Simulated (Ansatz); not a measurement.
Reaction (ligand exchange at the Si–O bond): `[SiH3][O][GaH][Br]` + `BNCC` → `BN([SiH3])CC` + `[OH][GaH][Br]`

Isolated molecules relaxed with PBE0-D4/def2-TZVP in Ansatz; ΔE leaves out vibrations. CBS: MP2 limit from def2 TZ/QZ plus the TZ coupled-cluster correction, frozen cores. Functionals use def2-TZVPP. B3LYP here is the variant with VWN-RPA as its local correlation; programs differ in this. For Br, Ga outer-core shells are correlated without core-valence functions, which leaves a few kJ/mol of doubt a bond. Scalar relativity is left out up to krypton. One conformer a species, not always the lowest.

| level | ΔE (kJ/mol) | difference from CCSD(T)/CBS |
| --- | --- | --- |
| PBE-D4 | 58.2 | -5.5 |
| BLYP-D4 | 63.0 | -0.7 |
| r2SCAN-D4 | 65.5 | 1.8 |
| B3LYP-D4 | 67.3 | 3.6 |
| r2SCANh-D4 | 66.4 | 2.7 |
| BHLYP-D4 | 74.2 | 10.5 |
| ωB97X-V | 65.2 | 1.5 |
| revPBE | 64.3 | 0.6 |
| B3LYP | 72.7 | 9.0 |
| r2SCAN0 | 68.5 | 4.8 |
| BHLYP | 76.8 | 13.1 |
| CAM-B3LYP | 72.9 | 9.2 |
| LC-ωPBE | 66.4 | 2.7 |
| RPA@PBE/def2-TZVPP | 63.4 | -0.3 |
| HF/CBS(def2) | 86.0 | 22.3 |
| MP2/CBS(def2) | 62.1 | -1.6 |
| CCSD(T)/CBS | 63.7 | 0 |

Largest T1 diagnostic among the species: 0.012.

From PBE to PBE0 (25 % exact exchange), in def2-TZVPP and without D4, ΔE moves by +3.6 kJ/mol. In def2-TZVPP, CCSD(T) changes the Hartree–Fock value by −20.8 kJ/mol (the triples alone add −3.2 kJ/mol) and MP2 by −22.4 kJ/mol.
